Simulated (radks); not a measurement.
Task: All-electron calculation, non-relativistic Kohn-Sham, PBE, spin-unpolarised, spherical densities, point nucleus. Program: a radial shooting solver on a logarithmic mesh with Libxc functionals. Each species is in its NIST ground configuration. Rank Mo+, Rh+, Nb+, Pd+, Tc+, Cd+, Zr+, Ag+, Ru+ by radius at which the density is 0.001 e/bohr^3 (bohr), largest first.

Result: Zr+ 4.50, Tc+ 4.24, Nb+ 4.06, Mo+ 3.98, Cd+ 3.91, Ru+ 3.80, Rh+ 3.72, Pd+ 3.64, Ag+ 3.57.
